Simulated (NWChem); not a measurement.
# CH₃F₃SSi; SMILES CS[Si](F)(F)F

```xyz
9

C     -0.7533     2.2239    -0.0007
S      0.8237     1.2937     0.0006
Si     0.0180    -0.6318     0.0015
F     -0.8983    -0.9225    -1.2814
F      1.2058    -1.6994     0.0251
F     -0.9340    -0.9011     1.2629
H     -1.3408     2.0048     0.9005
H     -0.4766     3.2859     0.0003
H     -1.3389     2.0066    -0.9036
```
Atoms are numbered in this order, from 1.

Results from NWChem. Geometry: optimised at PBE0/def2-SVP. GIAO values for the isolated, static molecule; σ is the absolute isotropic shielding, δ = σ(reference) − σ with the isolated reference molecule computed at the same levels (13C: tetramethylsilane, 19F: trichlorofluoromethane, 1H: tetramethylsilane, 29Si: tetramethylsilane).

What does the run give for PBE/pcSseg-1? Quantities: δ C1 (ppm); σ S2 (ppm); δ Si3 (ppm); δ F4 (rotor mean) (ppm); δ H7 (rotor mean) (ppm).


```yaml
"δ C1 (ppm)": 11.8
"σ S2 (ppm)": 653.6
"δ Si3 (ppm)": -47.3
"δ F4 (rotor mean) (ppm)": -147.3
"δ H7 (rotor mean) (ppm)": 2.06
```
